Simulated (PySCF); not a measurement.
## Correlation energy of Al (aluminium, neutral)

[Ne] 3s1 3p1 4s1, high-spin 4P determinant (an excited configuration). Computed with PySCF 2.14 in aug-cc-pVQZ-DK (7s6p4d3f2g, 84 functions), with scalar relativity by spin-free X2C-1e. Frozen: [Ne]; 3 electrons correlated.

MP2 pair energies summed by pair of shells (mhartree):

```
 pair  energy  share (%)
3s-3p   -2.61       41.3
3p-4s   -2.25       35.6
3s-4s   -1.46       23.2
```

Total MP2 correlation energy: -6.32 mhartree.

Same-spin part -6.32 and opposite-spin part 0.00 mhartree; SCS-MP2 scales them by 1/3 and 6/5 to -2.11 mhartree.
